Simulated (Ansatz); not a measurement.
A run for Ansatz (an electronic-structure program): R-wB97M-V/def2-TZVPP on BClFHSe (SMILES FB(Cl)[SeH]), a point of a torsion scan.

Ansatz 0.2 input:
```yaml
crystal:
  periodic: [false, false, false]
  atoms:
    - {symbol: F, position_ang: [-0.93140077, 1.30085203, -0.11949358]}
    - {symbol: B, position_ang: [-0.57782875, 0.03986324, 0.02143311]}
    - {symbol: Cl, position_ang: [-1.79908335, -1.14579091, -0.10234020]}
    - {symbol: Se, position_ang: [1.21089048, -0.28814938, 0.74090910]}
    - {symbol: H, position_ang: [1.61295396, -1.31246734, -0.18738036]}
basis:
  gaussian:
    orbitals: def2-TZVPP
hamiltonian:
  xc: {name: wB97M-V}
scf: {lower_state_search: off}
```

The head of its log:

```
WARN ansatz: RAYON_NUM_THREADS=1 ignored (pool sized by the plan → 1); use --threads N
Functional definition: wB97M-V
these checks for a lower state are left out or cut short: stability, starts, cluster_reference, orbital_swaps, neighbouring_geometries, increment
integrals: 0.12 GiB planned
1089 factors; their error is unknown
integrals: 0.15 GiB planned
194 factors; integrals over basis functions are off by at most 3.0e-5 eV
mean field: 1.00 GiB planned
mean field evaluation 1: about -81279.6523 eV, gradient 3.0e1 eV
mean field evaluation 2: about -81279.7015 eV, gradient 3.4e1 eV
```

Question: Give the final energy of this run.

Answer: -2987.0386 hartree.
